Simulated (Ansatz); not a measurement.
Cost and result up the ladder for SiHMe3 (C3H10Si) (14 atoms). The state is a singlet with charge 0. Geometry: PBE0-D4/def2-SVP.

```xyz
14

C     0.905    0.739    1.352
C    -1.356   -1.110    0.348
C     0.232    0.618   -1.661
Si    0.325   -0.366   -0.058
H     1.315   -1.481   -0.234
H     0.993    0.172    2.292
H     0.194    1.564    1.519
H     1.890    1.181    1.131
H    -1.705   -1.771   -0.461
H    -2.110   -0.318    0.487
H    -1.316   -1.704    1.275
H    -0.100   -0.016   -2.498
H     1.214    1.040   -1.926
H    -0.480    1.453   -1.565
```

Ansatz on 2 threads of AMD EPYC 9R45 on a shared host. Times are rough, and most runs start from the orbitals of an earlier one. PBE0-D4/def2-TZVP serves as the yardstick here, not as an exact answer. Differences are given only for rows in sets of like size (and for xTB, whose basis is part of the method), since another set adds its own error. Binding counts from free atoms at the same level (C triplet, Si triplet, H doublet; other spins of the atoms weren't run), without zero-point energy or a counterpoise term.

Correlated methods freeze 8 core orbitals.

Correlated methods converge slowly with the basis.

| level | functions | wall time | binding energy per atom (eV) | difference from PBE0-D4/def2-TZVP (eV) |
| --- | --- | --- | --- | --- |
| HF/STO-3G | 34 | 0.15 s | 3.83 | – |
| PBE-D4/def2-SVP | 110 | 0.7 s | 3.86 | – |
| PBE0-D4/def2-SVP | 110 | 0.85 s | 3.84 | – |
| revPBE-D4/def2-TZVP | 190 | 1.1 s | 3.79 | -0.04 |
| PBE-D4/def2-TZVP (with forces) | 190 | 1.4 s | 3.85 | 0.02 |
| PBE0-D4/def2-TZVP | 190 | 1.5 s | 3.83 | 0.00 |
| r2SCAN-D4/def2-TZVP | 190 | 1.9 s | 3.83 | 0.00 |
| CCSD(T)/def2-TZVP | 190 | 22 s | 3.70 | -0.13 |
